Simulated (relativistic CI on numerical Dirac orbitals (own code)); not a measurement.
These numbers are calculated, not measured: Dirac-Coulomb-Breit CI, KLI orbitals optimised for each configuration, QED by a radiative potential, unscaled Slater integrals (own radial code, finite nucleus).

The strongest absorption lines from the ground level of an ion, among the configurations computed and to levels below about 48.6 eV (vacuum wavelength in Å, gf): 273.57 (0.16), 281.71 (0.41), 283.83 (1.1), 285.09 (0.71), 285.39 (1.2), 420.65 (0.5), 445.81 (1), 458.04 (0.25).

Task: Which ion is it?
A. Ta²⁺
B. Re⁴⁺
C. Ir⁶⁺
D. Ir⁸⁺

Result: C. Ir⁶⁺ has 71 electrons and the ground level 5p⁶5d³ ⁴F3/2; the strongest line goes to 5p⁶5d²5f ⁴F°5/2. The pattern of lines fixes the number of electrons, and along that sequence the line energies rise steadily with the charge (about as its square where n changes within one kind of shell, about linearly where n is kept but much faster in heavy ions where fine structure, which grows about as Z⁴, sets the gap, and irregularly where shells cross), which fixes Z. Configurations outside the model, such as inner-shell arrays, can give stronger lines. At this charge configurations can still be misplaced by up to about 7 % of their energy. Terms inside the open d or f shell come out 10 to 20 % too wide with unscaled integrals. Levels and lines within the n = 5 or 6 shells can be off by up to 10 % or somewhat more, and those that change n by about 2 %, since core polarisation is missing.

LS names give the leading component of a level, which can be under half, so a name can repeat, a term be missing and a line seem to break the LS rules.
